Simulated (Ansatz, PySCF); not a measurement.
This Ansatz (a first-principles code) input computes a PBE0/def2-TZVPD energy:

Ansatz 0.2 input:
```yaml
crystal:
  periodic: [false, false, false]
  atoms:
    - {symbol: C, position_ang: [-0.63163360, 0.23047242, 0.02745480]}
    - {symbol: N, position_ang: [0.56164908, -0.20493625, -0.02441283]}
    - {symbol: H, position_ang: [-1.46106849, -0.46734349, -0.01134229]}
    - {symbol: H, position_ang: [-0.81208885, 1.29678017, 0.11014810]}
    - {symbol: H, position_ang: [1.36386217, 0.42161568, 0.00949276]}
    - {symbol: H, position_ang: [0.76755320, -1.19933311, -0.10213757]}
basis:
  gaussian:
    orbitals: def2-TZVPD
hamiltonian:
  xc: {name: PBE0}
total_charge: 1
output: {forces: true}
```

Problem. Write an input for the same energy in PySCF and say what it gives.

Solution. 
```python
from pyscf import gto, scf, dft

mol = gto.M(
    atom='''
    C    -0.63163360    0.23047242    0.02745480
    N     0.56164908   -0.20493625   -0.02441283
    H    -1.46106849   -0.46734349   -0.01134229
    H    -0.81208885    1.29678017    0.11014810
    H     1.36386217    0.42161568    0.00949276
    H     0.76755320   -1.19933311   -0.10213757
    ''',
    basis='def2-tzvpd',
    charge=1,
    spin=0,
    verbose=4,
)

mf = dft.RKS(mol, xc='pbe0').density_fit(auxbasis='def2-universal-jkfit')
mf.grids.level = 3
mf.conv_tol = 1e-9
mf.max_cycle = 100
mf.max_memory = 1500
mf.kernel()
if not mf.converged:
    mf = mf.newton()
    mf.kernel(mf.make_rdm1())
mf.analyze()
```
It gives -94.89545 Eh, and Ansatz -94.89540 Eh, a difference of 0.05 mEh, from the treatment of integrals and grids.

It need not be the lowest isomer of its formula.
